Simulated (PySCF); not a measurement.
## Hg⁺ (mercury, charge +1) across methods

[Xe] 4f14 5d10 6s1, 2S determinant. Calculation: PySCF 2.14, in aug-cc-pVDZ-PP with ECP60MDF (5s5p4d2f, 54 functions); a scalar-relativistic core potential.

```tsv
method	E (hartree)	mean ε 5d α (eV)	mean ε 5d β (eV)	mean ε 6s α (eV)	Σ⟨r²⟩ (bohr²)	⟨S²⟩
UHF	-152.22605	-25.533	-25.212	-17.319	42.60	0.752
PBE	-153.1546	-19.138	-18.815	-15.044	42.77	0.751
wB97M-V	-153.0444	-23.456	-23.161	-17.653	42.66	0.750
LDA	-152.8847	-19.337	-19.049	-15.407	42.94	0.750
r2SCAN0	-153.1353	-21.282	-20.915	-16.076	42.43	0.752
CAM-B3LYP	-153.0817	-22.393	-22.120	-17.097	42.76	0.750
PBE0	-153.1239	-20.987	-20.659	-15.813	42.59	0.751
TPSSh	-153.0771	-19.850	-19.502	-15.238	42.66	0.751
```

**Question.** Estimate the same row for r2SCAN.

**Answer.** E (hartree) = -153.1865; mean ε 5d α (eV) = -19.532; mean ε 5d β (eV) = -19.135; mean ε 6s α (eV) = -15.306; Σ⟨r²⟩ (bohr²) = 42.50; ⟨S²⟩ = 0.752.

Energies and moments cover only the electrons outside the core potential. Spin-orbit coupling, which splits the p, d and f shells strongly at this Z, is absent.
